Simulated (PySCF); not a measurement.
Ionisation energy of O²⁺ by level of theory

O²⁺ [He] 2s2 2p2 (3P) → O³⁺ [He] 2s2 2p1 (2P), as a difference of total energies. All numbers are calculated (PySCF 2.14, scalar relativity by spin-free X2C-1e, in aug-cc-pCVTZ-DK with one added diffuse shell each of s, p, d, f type (8s7p5d3f, 75 functions)). Correlated levels: valence: 1s2 frozen. The calculations carry no spin-orbit coupling.

| method | ionisation energy (eV) | difference from reference (eV) |
| --- | --- | --- |
| UHF | 54.579 | -0.357 |
| MP2 (valence) | 54.974 | +0.038 |
| SCS-MP2 (valence) | 54.823 | -0.113 |
| CCSD (valence) | 54.761 | -0.175 |
| CCSD(T) (valence) | 54.772 | -0.164 |

Reference: 54.936 eV (semi-empirical (NIST evaluation); NIST Atomic Spectra Database, ionization energies).

Errors of the correlated levels include the incompleteness of this basis and the frozen core.
